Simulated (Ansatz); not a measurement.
`BBC=C` + `[OH][AlH2]` → `BB[O][AlH2]` + `C=C` at 298.15 K and 1 bar (ligand exchange at a B–C bond).

Gas-phase electronic energies from Ansatz, PBE0-D4/def2-TZVP geometries. CCSD(T)/CBS is the MP2 limit (def2-TZVPP, def2-QZVPP) plus CCSD(T) − MP2 in def2-TZVPP, frozen cores. This one scheme is used for every species. One conformer a species, not always the lowest.

```json
{"species": "`BBC=C`", "CCSD(T)/CBS energy (Eh)": "-129.22973", "H − E (kJ/mol)": "212.5", "S (J/(mol·K))": "304.1"}
{"species": "`[OH][AlH2]`", "CCSD(T)/CBS energy (Eh)": "-319.03157", "H − E (kJ/mol)": "82.3", "S (J/(mol·K))": "252.8"}
{"species": "`BB[O][AlH2]`", "CCSD(T)/CBS energy (Eh)": "-369.81813", "H − E (kJ/mol)": "151.7", "S (J/(mol·K))": "336.3"}
{"species": "`C=C`", "CCSD(T)/CBS energy (Eh)": "-78.48111", "H − E (kJ/mol)": "144.6", "S (J/(mol·K))": "218.9"}
```

H − E and S are ideal-gas, rigid-rotor, harmonic terms from PBE0-D4/def2-TZVP, for one conformer and one mirror image of each species. 1 Eh = 2625.50 kJ/mol, R = 8.31446 J/(mol·K).

By hand: ΔE, ΔH, ΔS and ΔG.

ΔE = (-369.81813) + (-78.48111) − (-129.22973) − (-319.03157) = -0.03794 Eh = -99.6 kJ/mol. Δ(H − E) = 151.7 + 144.6 − 212.5 − 82.3 = 1.5, so ΔH = -98.1 kJ/mol. ΔS = 336.3 + 218.9 − 304.1 − 252.8 = -1.7 J/(mol·K). ΔG = -98.1 − 298.15 × (-1.7)/1000 = -97.6 kJ/mol.

By hand: the equilibrium constant, and the temperature at which ΔG would vanish if ΔH and ΔS stayed fixed.

log₁₀ K = −ΔG/(RT ln 10) = 17.1. ΔG = 0 at ΔH/ΔS = 57706 K, far beyond where these terms or the molecules hold.

The number of gas molecules stays the same, so ΔS is small and ΔH decides. A doubt of 5 kJ/mol in ΔE shifts log₁₀ K by 0.9 here. Other conformers and mirror images would add mixing entropy, several J/(mol·K) or more a flexible species. These are equilibria of isolated gas molecules and say nothing of rates. Largest T1 diagnostic: 0.014 (customary marks: 0.02 for closed shells, 0.045 for open ones).
